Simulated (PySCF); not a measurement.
Computed properties of Ge(H)2(Br)(Me) (CH₅BrGe), SMILES [GeH2]([CH3])[Br]

Ge(H)2(Br)(Me) (CH5BrGe), SMILES [CH3][GeH2][Br]. Geometry: ωB97X-D3(BJ)/def2-SVP. One conformer was computed; it need not be the lowest. All values are computed for the isolated molecule unless a solvent is named; none is compared with measurement here.

**Structure.** All 18 harmonic modes at ωB97X-D3(BJ)/def2-SVP (PySCF) are real, so it is a minimum. With heavy atoms numbered as in [GeH2:1]([CH3:2])[Br:3], the shortest bond between them is Ge1–C2 at 1.940 Å and the longest Ge1–Br3 at 2.311 Å.

**Vibrations.** The strongest infrared lines (harmonic, unscaled, degenerate partners summed) lie at 860 cm⁻¹ (170 km/mol, H 84 %, C 13 %), 2201 cm⁻¹ (130 km/mol, H 98 %), 2202 cm⁻¹ (98 km/mol, H 99 %). The softest mode is at 136 cm⁻¹ and the zero-point energy is 33.9 kcal/mol.

**Electronic structure.** CAM-B3LYP/def2-TZVPD (PySCF) places the frontier levels at -9.39 and 0.39 eV, a gap of 9.78 eV, and gives a dipole moment of 2.45 D and a mean polarisability of 66.7 bohr³. PBE/def2-TZVPD (PySCF) at the same geometry gives -6.83 and -1.28 eV, so its gap is 4.23 eV narrower. An orbital gap is neither the optical nor the fundamental gap.

**Excitations.** TDDFT-M06-2X/def2-SVPD (PySCF) has S1 at 6.53 eV (190 nm, f = 0.019, weak); the most intense of the 10 singlets computed lies at 8.61 eV (f = 0.21). T1 (TDA) is at 6.19 eV. TDDFT-PBE/def2-SVPD (PySCF) puts S1 at 5.72 eV. No vertical singlet excitation falls in the visible range (under 3.1 eV).

**NMR.** GIAO shifts at KT2/pcSseg-1 (PySCF) (non-relativistic, atoms alike by connectivity averaged): ¹³C at 5.8 ppm against TMS; ¹H from 1.1 to 5.6 ppm against TMS. Without spin–orbit terms, shifts of atoms bonded to Cl or Br come out too high.
